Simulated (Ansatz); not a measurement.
Isolated molecules relaxed with PBE0-D4/def2-TZVP in Ansatz; ΔE leaves out vibrations. CCSD(T)/CBS adds triple-zeta CCSD(T) − MP2 to the extrapolated MP2 energy (def2 sets, frozen cores). Functionals use def2-TZVPP. B3LYP here is the variant with VWN-RPA as its local correlation; programs differ in this. HSE06 is defined as in plane-wave codes. Elements past krypton have def2 core potentials. For Br, In, Sn outer-core shells are correlated without core-valence functions, which leaves a few kJ/mol of doubt a bond. Scalar relativity is left out up to krypton. Each species was taken in one conformer, which may not be the lowest.

Consider the redistribution: `[NH2][Sn][SH]` + `[CH3][In]([SH])[Br]` → `[CH3][Sn][NH2]` + `[SH][In]([SH])[Br]`.

```json
{"level": "LDA (SPW92)", "ΔE (kJ/mol)": "40.6", "difference from CCSD(T)/CBS": "6.5"}
{"level": "PBE-D4", "ΔE (kJ/mol)": "38.9", "difference from CCSD(T)/CBS": "4.8"}
{"level": "revPBE-D4", "ΔE (kJ/mol)": "37.3", "difference from CCSD(T)/CBS": "3.2"}
{"level": "BLYP-D4", "ΔE (kJ/mol)": "38.8", "difference from CCSD(T)/CBS": "4.7"}
{"level": "r2SCAN-D4", "ΔE (kJ/mol)": "38.4", "difference from CCSD(T)/CBS": "4.3"}
{"level": "B97M-V", "ΔE (kJ/mol)": "34.5", "difference from CCSD(T)/CBS": "0.4"}
{"level": "B3LYP-D4", "ΔE (kJ/mol)": "37.4", "difference from CCSD(T)/CBS": "3.3"}
{"level": "r2SCANh-D4", "ΔE (kJ/mol)": "37.7", "difference from CCSD(T)/CBS": "3.6"}
{"level": "r2SCAN0-D4", "ΔE (kJ/mol)": "36.7", "difference from CCSD(T)/CBS": "2.6"}
{"level": "HSE06-D4", "ΔE (kJ/mol)": "36.7", "difference from CCSD(T)/CBS": "2.6"}
{"level": "BHLYP-D4", "ΔE (kJ/mol)": "34.8", "difference from CCSD(T)/CBS": "0.7"}
{"level": "ωB97X-V", "ΔE (kJ/mol)": "34.1", "difference from CCSD(T)/CBS": "0.0"}
{"level": "ωB97M-V", "ΔE (kJ/mol)": "33.9", "difference from CCSD(T)/CBS": "-0.2"}
{"level": "PBE-QIDH", "ΔE (kJ/mol)": "34.4", "difference from CCSD(T)/CBS": "0.3"}
{"level": "PBE", "ΔE (kJ/mol)": "39.5", "difference from CCSD(T)/CBS": "5.4"}
{"level": "revPBE", "ΔE (kJ/mol)": "39.1", "difference from CCSD(T)/CBS": "5.0"}
{"level": "BLYP", "ΔE (kJ/mol)": "40.1", "difference from CCSD(T)/CBS": "6.0"}
{"level": "PBE0", "ΔE (kJ/mol)": "37.1", "difference from CCSD(T)/CBS": "3.0"}
{"level": "B3LYP", "ΔE (kJ/mol)": "38.3", "difference from CCSD(T)/CBS": "4.2"}
{"level": "r2SCAN0", "ΔE (kJ/mol)": "36.9", "difference from CCSD(T)/CBS": "2.8"}
{"level": "HSE06", "ΔE (kJ/mol)": "37.2", "difference from CCSD(T)/CBS": "3.1"}
{"level": "BHLYP", "ΔE (kJ/mol)": "35.2", "difference from CCSD(T)/CBS": "1.1"}
{"level": "CAM-B3LYP", "ΔE (kJ/mol)": "36.2", "difference from CCSD(T)/CBS": "2.1"}
{"level": "LC-ωPBE", "ΔE (kJ/mol)": "34.1", "difference from CCSD(T)/CBS": "0.0"}
{"level": "RPA@PBE/def2-TZVPP", "ΔE (kJ/mol)": "29.7", "difference from CCSD(T)/CBS": "-4.4"}
{"level": "HF/def2-SVP", "ΔE (kJ/mol)": "28.4", "difference from CCSD(T)/CBS": "-5.7"}
{"level": "MP2/def2-SVP", "ΔE (kJ/mol)": "26.2", "difference from CCSD(T)/CBS": "-7.9"}
{"level": "CCSD/def2-SVP", "ΔE (kJ/mol)": "24.1", "difference from CCSD(T)/CBS": "-10.0"}
{"level": "CCSD(T)/def2-SVP", "ΔE (kJ/mol)": "24.3", "difference from CCSD(T)/CBS": "-9.8"}
{"level": "HF/def2-TZVPP", "ΔE (kJ/mol)": "29.6", "difference from CCSD(T)/CBS": "-4.5"}
{"level": "MP2/def2-TZVPP", "ΔE (kJ/mol)": "34.5", "difference from CCSD(T)/CBS": "0.4"}
{"level": "SCS-MP2/def2-TZVPP", "ΔE (kJ/mol)": "33.1", "difference from CCSD(T)/CBS": "-1.0"}
{"level": "CCSD/def2-TZVPP", "ΔE (kJ/mol)": "30.7", "difference from CCSD(T)/CBS": "-3.4"}
{"level": "CCSD(T)/def2-TZVPP", "ΔE (kJ/mol)": "31.1", "difference from CCSD(T)/CBS": "-3.0"}
{"level": "HF/def2-QZVPP", "ΔE (kJ/mol)": "30.0", "difference from CCSD(T)/CBS": "-4.1"}
{"level": "MP2/def2-QZVPP", "ΔE (kJ/mol)": "36.4", "difference from CCSD(T)/CBS": "2.3"}
{"level": "SCS-MP2/def2-QZVPP", "ΔE (kJ/mol)": "34.8", "difference from CCSD(T)/CBS": "0.7"}
{"level": "HF/CBS(def2)", "ΔE (kJ/mol)": "30.1", "difference from CCSD(T)/CBS": "-4.0"}
{"level": "MP2/CBS(def2)", "ΔE (kJ/mol)": "37.6", "difference from CCSD(T)/CBS": "3.5"}
{"level": "CCSD/CBS(def2)", "ΔE (kJ/mol)": "33.7", "difference from CCSD(T)/CBS": "-0.4"}
{"level": "CCSD(T)/CBS", "ΔE (kJ/mol)": "34.1", "difference from CCSD(T)/CBS": "0"}
```

Largest T1 diagnostic among the species: 0.016.

At CCSD(T), def2-SVP lies −9.8 kJ/mol from the extrapolated value and def2-TZVPP −3.0 kJ/mol. From BLYP to BHLYP (50 % exact exchange), in def2-TZVPP and without D4, ΔE moves by −4.8 kJ/mol. Leaving LDA and LC-ωPBE aside and taking each functional with its dispersion term where it has one, the values spread over 5.0 kJ/mol, from ωB97M-V to PBE-D4.
